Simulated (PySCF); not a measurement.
# Where the electron goes

C3H13NSi2.
Z-matrix (Å and degrees, GFN2-xTB geometry), rows numbered from 1:
```
N 
C   1  1.4642
Si  2  1.9192  1  115.20
C   3  1.9068  2  109.04  1    56.35
C   4  1.5308  3  113.31  2    59.31
Si  5  1.9022  4  112.56  3   179.85
H   1  1.0148  2  109.87  3    59.22
H   1  1.0151  2  109.92  3   -58.50
H   2  1.0930  1  106.85  3   123.62
H   2  1.0924  1  106.96  3  -122.98
H   3  1.4702  2  108.37  1   -61.79
H   3  1.4658  2  109.53  1   177.32
H   4  1.0932  3  110.16  2   -63.24
H   4  1.0915  3  109.18  2  -178.97
H   5  1.0920  4  109.11  3    57.72
H   5  1.0920  4  109.39  3   -57.95
H   6  1.4659  5  109.13  4    58.96
H   6  1.4638  5  109.54  4   179.08
H   6  1.4649  5  109.05  4   -60.29
```

Level of theory: TDDFT PBE0/def2-SVPD, vertical, gas phase, core orbitals frozen in the response (PySCF 2.14.0, density-fitted response routines).

Kohn–Sham orbitals with the atoms that hold most of them (Löwdin shares over 4%, at most four atoms; ? is withheld):

```csv
orbital,ε (eV),atoms
HOMO-3,-9.53,"Si6 31%, H17 20%, H19 18%, C5 13%"
HOMO-2,-9.35,"Si3 28%, H11 21%, H12 14%, C4 8%"
HOMO-1,-7.91,?
HOMO,-6.53,?
LUMO,?,"Si6 19%, Si3 10%, C5 9%, C4 7%"
LUMO+1,0.73,"Si3 20%, C2 11%, Si6 10%, H11 9%"
LUMO+2,0.94,"Si6 37%, H17 11%, H19 9%, C5 8%"
```

Task: Give the leading atoms of the HOMO.

Result: N1 (bonded to C and 2 H) 52%; C2 (bonded to N, Si and 2 H) 18%; Si3 (bonded to 2 C and 2 H) 11%; H7 (bonded to N) 5%.

Task: Which atoms hold the HOMO-1, and with what shares?

Result: C4 (bonded to C, Si and 2 H) 23%; C5 (bonded to C, Si and 2 H) 22%; Si3 (bonded to 2 C and 2 H) 15%; Si6 (bonded to C and 3 H) 15%. By element: carbon 45% or more, silicon 30%.

Task: What is the LUMO energy, and the HOMO–LUMO gap?

Result: ε(LUMO) = 0.12 eV; the gap is 6.66 eV (0.2447 hartree).

Task: How does S1 compare with the orbital gap of 6.66 eV?

Result: S1 is at 5.52 eV (f = 0.0073), 1.14 eV below the gap, made of HOMO→LUMO (86%). Without the coupling terms of the response equations the lowest excitation would equal the gap.

Task: Give energy, strength and leading configuration of S1, S2 and S6, and follow the Löwdin shares of the leading atoms from the occupied to the empty orbital.

Result: 
- S1 (5.52 eV, f 0.0073), HOMO→LUMO (86%): N1 52% → at most 8%, C2 18% → at most 8%, Si6 at most 5% → 19%, Si3 11% → 10%
- S2 (6.20 eV, f 0.015), HOMO→LUMO+1 (83%): N1 52% → at most 9%, C2 18% → 11%, Si3 11% → 20%
- S6 (6.90 eV, f 0.0049), HOMO-1→LUMO (96%): C4 23% → 7%, C5 22% → 9%, Si6 15% → 19%, Si3 15% → 10%

Time: 32 s wall; peak memory 0.92 GiB. Hardware: Intel Xeon 6975P-C, one thread, shared host with 192 logical CPUs at a one-minute load of 98.

One conformer stands for the species.
